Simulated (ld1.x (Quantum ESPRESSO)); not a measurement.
**What the settings do to the PAW potential of nickel (Ni)**

Base potential:

* Element: nickel
* Generator: ld1.x (Quantum ESPRESSO) 7.5
* Type: PAW
* Functional: PBE
* Relativity: scalar-relativistic
* Frozen core: [Ne]
* Valence charge: 18
* Reference configuration: 3s2 3p6 3d8 4s1 4p0 (charge +1)
* Partial waves: 3s (bound): rcut 1.00, rcutus 1.20 bohr; 4s (bound): rcut 1.00, rcutus 1.20 bohr; 3p (bound): rcut 1.05, rcutus 1.30 bohr; 4p (bound, empty): rcut 1.05, rcutus 1.30 bohr; 3d (bound): rcut 1.25, rcutus 1.50 bohr; 3d channel at -0.65 Ry: rcut 1.25, rcutus 1.50 bohr
* Local potential: all-electron potential smoothed inside 1.15 bohr (lloc = -1)
* Core correction: Bessel-smoothed model core inside 0.90 bohr
* Augmentation charge: BG, radius 1.00 bohr

Cutoffs, loose and tight: the cutoffs (Ry, on a coarse ladder) from which the occupation-weighted sum of valence levels, in a spherical-Bessel basis at the reference potential, stays within 10 and 1 mRy of its value at 400 Ry. They do not see the model core or the augmentation charge, which bear on the density cutoff. Test errors are all-electron minus pseudo excitation energies from the reference, over the configurations 3s2 3p6 3d8 4s2 4p0; 3s2 3p6 3d8 4s0 4p0; 3s2 3p6 3d7 4s0 4p0; 3s2 3p6 3d8 4s1.5 4p0; 3s2 3p6 3d9 4s0 4p0; 3s2 3p5 3d8 4s2 4p0; 3s2 3p6 3d8 4s0 4p2. A dash means not determined; rows that change the core or the reference have their own tests. The largest error is taken over the tests solved by every variant that gives reliable tests at all: 3s2 3p6 3d7 4s0 4p0; 3s2 3p6 3d8 4s0 4p0; 3s2 3p6 3d8 4s1.5 4p0; 3s2 3p6 3d8 4s2 4p0; 3s2 3p6 3d9 4s0 4p0.

Cutoffs are not given where the Bessel-basis levels miss the radial ones by over 6 mRy, ghosts where they miss by over 20 mRy; a channel whose overlap is not positive is not tested.

On the changes marked as counting shells twice: ld1.x takes every shell without a wave as core, so the model core holds the marked electrons as well and exchange and correlation see them twice. This cancels in the reference configuration, but the file is broken for other ones, and its errors say nothing about a proper core correction.

A file whose overlap is not positive is unfit for use, and its test errors describe a broken file.

```csv
change,outcome,"cutoff, loose","cutoff, tight",bound ghosts,largest test error (meV)
base,generated,70 Ry,110 Ry,none,+49
"waves 3s (bound): rcut 1.00, rcutus 1.36 bohr; 4s (bound): rcut 1.00, rcutus 1.36 bohr",generated,70 Ry,110 Ry,none,+94
reference 3s2 3p6 3d8 4s2 4p0,generated,70 Ry,110 Ry,none,+403
"wave 3d channel at -0.65 Ry: rcut 1.25, rcutus 1.50 bohr becomes 3d channel at 1.12 Ry: rcut 1.25, rcutus 1.50 bohr",generated,70 Ry,110 Ry,none,+210
local potential all-electron potential smoothed inside 1.14 bohr (lloc = -1),generated,70 Ry,110 Ry,none,+49
"all radii but the core radius scaled by about 1.26 (s 1.52, p 1.64, d 1.90 bohr, rcut 1.26/1.32/1.58); local potential all-electron potential smoothed inside 1.46 bohr (lloc = -1); augmentation BG, radius 1.26 bohr","generated, overlap not positive",–,–,not determined (overlap not positive),test run stopped at test 1 of 7 (negative norm?)
type TM; waves now 3p (bound): rc 1.30 bohr; 3d (bound): rc 1.50 bohr; 3s (bound): rc 1.20 bohr; local potential the s channel (4s counted twice),"generated, misses its reference levels by 1.26 eV",120 Ry,200 Ry,none,-2533
"waves 3d (bound): rcut 1.08, rcutus 1.14 bohr; 3d channel at -0.65 Ry: rcut 1.08, rcutus 1.14 bohr",generated,110 Ry,180 Ry,none,+15
local potential all-electron potential smoothed inside 1.05 bohr (lloc = -1),"generated, overlap not positive",–,–,not determined (overlap not positive),-94
core correction Bessel-smoothed model core inside 1.36 bohr,generated,70 Ry,110 Ry,none,+49
```
